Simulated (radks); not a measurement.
Problem. The mean radii <r> (bohr) of the occupied orbitals of an atom or ion are listed with their occupations. Calculated with a radial shooting solver on a logarithmic mesh with Libxc functionals: Dirac Kohn-Sham, BLYP, spin-unpolarised, spherical densities, finite nucleus; Fermi nuclear charge, rms radius of each element as measured or else 0.836 A^(1/3) + 0.57 fm.

orbital  occ.     <r>
1s1/2       1  0.1074

Name the element and its charge. Open shells, if any, fill j = l - 1/2 first.

Solution. Z = 14, silicon, charge +13: Si13+ in 1s1. The 1s radius gives Z: for a bare nucleus <r> = (2 gamma + 1)/(2Z) with gamma = sqrt(1 - (Z/c)^2), 0.1068 bohr for Z = 14, and the self-interaction of the functional makes it slightly larger (0.1074 here). The occupations add up to 1, and the charge is Z minus that.
